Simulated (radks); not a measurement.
Values are calculated unless marked as measured or tabulated.
Polarisability of neutral silicon, [Ne] 3s2 3p2, at imaginary frequency. Code: a radial shooting solver on a logarithmic mesh with Libxc functionals. Model: scalar-relativistic Kohn-Sham, LB94 model potential, spin-polarised, spherical densities, finite nucleus; open shells are filled with parallel spins first; Fermi nuclear charge, rms radius 3.1224 fm. Response by self-consistent Sternheimer equations with the Hartree and adiabatic LDA kernel, the relativistic mass of each level held fixed and spin-orbit coupling left out.

w (hartree)  alpha1(iw) (bohr^3)
0.00266                    39.95
0.0143                     39.81
0.0360                     39.08
0.0697                     36.95
0.118                      32.65
0.186                      26.31
0.280                      19.10
0.413                      12.47
0.605                      7.380
0.892                      3.998
1.35                       2.005
2.12                      0.9384
3.59                      0.4073
6.94                      0.1503
17.5                     0.03303

Static values: alpha1 = 39.95 bohr^3 (5.920 angstrom^3; uncoupled 58.95). C6 = 321.9, triple-dipole C9 = 9346 atomic units. One-pole (London) frequency 4 C6 / (3 alpha1^2) = 0.269 hartree, against 0.290 for minus the highest occupied eigenvalue. Recommended static value: 37.3 bohr^3 (Schwerdtfeger and Nagle, 2023 table).
